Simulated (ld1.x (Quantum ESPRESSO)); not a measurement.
LDA (PZ) ultrasoft dataset for palladium (Pd), scalar-relativistic all-electron reference.

```
Element                 : Pd
Generator               : ld1.x (Quantum ESPRESSO) 7.5
Type                    : ultrasoft
Functional              : LDA (PZ)
Relativity              : scalar-relativistic
Frozen core             : [Ar] 3d10
Valence charge          : 18
Reference configuration : 4s2 4p6 4d10 5s0 5p0
Partial waves           : 4s (bound): rcut 1.25, rcutus 1.55 bohr; 5s (bound, empty): rcut 1.25, rcutus 1.55 bohr; 4p (bound): rcut 1.65, rcutus 1.95 bohr; 5p (bound, empty): rcut 1.65, rcutus 1.95 bohr; 4d (bound): rcut 1.60, rcutus 2.10 bohr; 4d channel at 4.4 Ry: rcut 1.60, rcutus 2.10 bohr
Local potential         : all-electron potential smoothed inside 1.85 bohr (lloc = -2)
Core correction         : none
Augmentation charge     : PSQ, inside the norm-conserving radii
```

All-electron outer shells of the reference configuration (LDA (PZ), scalar-relativistic, ld1.x):

```tsv
shell	level (eV)	outermost node (bohr)	outermost maximum (bohr)
3p	-515.83	0.15	0.34
3d	-325.96	–	0.28
4s	-85.44	0.45	0.85
4p	-51.36	0.46	0.91
4d	-4.31	0.45	1.10
5s	-3.62	1.15	2.64
5p	-0.36	1.31	4.09
```

Calculated quality:

```json
{
  "Cutoffs needed": "30 Ry and 50 Ry (the cutoffs (Ry, on a coarse ladder) from which the occupation-weighted sum of valence levels, in a spherical-Bessel basis at the reference potential, stays within 10 and 1 mRy of its value at 400 Ry)",
  "Ghost test": "no extra level below or beside the all-electron valence levels (s, p, d, f tested) (spherical-Bessel basis up to 400 Ry, 20 bohr box)",
  "Largest excitation error": "-102 meV (all-electron minus pseudo) for 4s2 4p5 4d10 5s0 5p0, out of 7 test configurations",
  "Lowest eigenvalue of the overlap operator": "0.07 (p channel)",
  "Density cutoff estimated by the generator": "234 Ry"
}
```

Generation and tests took about 1.7 s on one core of a shared server CPU.
